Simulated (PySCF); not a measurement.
# Polarisability and C₆ of Ru (ruthenium, neutral)

[Kr] 4d7 5s1, high-spin 5F determinant. Computed with PySCF 2.14 in aug-cc-pVTZ-PP with ECP28MDF (6s6p5d3f2g, 88 functions), with scalar relativity through the core potential. Coupled (time-dependent) response in atomic units; α is the mean over directions.

```json
{"method": "TPSSh", "mean α (bohr³)": "61.54", "C₆ (like pair)": "576.3", "S(−4)": "2360"}
```

S(−4) is the Cauchy moment in α(ω) = α(0) + S(−4) ω² + …

Reference α: 72 ± 10 bohr³ (recommended; Schwerdtfeger and Nagle, table of static dipole polarizabilities (2023 update)). Published C₆: 809.0 (Gould and Bucko (2016)).

Spin-orbit coupling is absent.

α(iu) at TPSSh:

| u (hartree) | α(iu) (bohr³) |
| --- | --- |
| 0 | 61.54 |
| 0.0500 | 56.29 |
| 0.100 | 45.65 |
| 0.200 | 28.68 |
| 0.300 | 19.87 |
| 0.500 | 12.08 |
| 0.750 | 7.920 |
| 1.00 | 5.713 |
| 1.50 | 3.437 |
| 2.00 | 2.309 |
| 3.00 | 1.244 |
| 5.00 | 0.5202 |

Energies and moments cover only the electrons outside the core potential.
